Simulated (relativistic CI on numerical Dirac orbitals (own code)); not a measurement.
## Hyperfine structure of Er3+, mass number 167

Method of calculation: Dirac-Coulomb-Breit CI, separate exchange-only KLI orbitals for each configuration, QED by a radiative potential, valence Slater integrals scaled by 0.85, P86 correlation energy added to each configuration (own radial code, finite nucleus).

CI space (outside the closed core [Kr] 4d10 5s2): 4f¹¹5p⁶, 4f¹⁰5p⁶5d, 4f¹⁰5p⁶6s, 4f¹⁰5p⁶6p, 4f¹³5p⁴, 4f¹²5p⁵, 4f¹⁰5p⁶7s, 4f¹⁰5p⁶7p. Levels of other configurations are missing.

Nuclear spin I = 7/2, μ = -0.5623 μN, Q = 3.57 b (tables of Stone and Pyykkö). The electronic factors are computed for point nuclear moments, without core polarisation; leaving it out makes A of s and p electrons in near-neutral atoms 20 to 40 % too small, and it can dominate for d and f shells.

```
          Level  E (cm⁻¹)  A (MHz)  B (MHz)
4f¹¹5p⁶ ⁴I°15/2       0.0   -129.2    -2580
4f¹¹5p⁶ ⁴I°13/2    6432.7   -151.2    -2220
4f¹¹5p⁶ ⁴I°11/2    9998.4   -164.8    -1560
 4f¹¹5p⁶ ⁴I°9/2   12263.4   -182.4     -828
 4f¹¹5p⁶ ⁴F°9/2   16181.0   -141.7     2460
4f¹¹5p⁶ ²H°11/2   19490.5   -154.7     -159
 4f¹¹5p⁶ ⁴F°7/2   21968.2   -129.2     2570
 4f¹¹5p⁶ ⁴F°5/2   23750.2   -138.2     1020
```

Levels with J = 0, under 50 % of one LS term, or S terms without an open s electron are left out. Small factors come from cancelling terms and can be off by tens of per cent or more.

Correlation outside the listed configurations is missing or only estimated: errors of thousands of cm⁻¹ between configurations and terms are usual at this charge. Rates and lifetimes follow the computed energies and can be off by large factors. The fine structure of a lone outer electron comes out too small, for d and f at times inverted, and misplaced configurations move strength between like terms. 7 of the 8 excited levels that our extract of the measured tables holds in this range could be paired (the sources list more); they are missed by 635 cm⁻¹ on average and 1711 at most, and levels without a partner can miss by more. Some levels of the ground configuration have no partner and can miss by 10 % or more.

Task: Give the hyperfine levels of 4f¹¹5p⁶ ⁴I°15/2 relative to its centre of gravity.

Result: With K = F(F + 1) − I(I + 1) − J(J + 1), E = AK/2 + B[¾K(K + 1) − I(I + 1)J(J + 1)]/[2I(2I − 1)J(2J − 1)]: F = 4: 2904, F = 5: 2732, F = 6: 2409, F = 7: 1873, F = 8: 1050, F = 9: -144.1, F = 10: -1804, F = 11: -4036 MHz.

LS names give the leading component of a level, which can be under half, so a name can repeat, a term be missing and a line seem to break the LS rules.
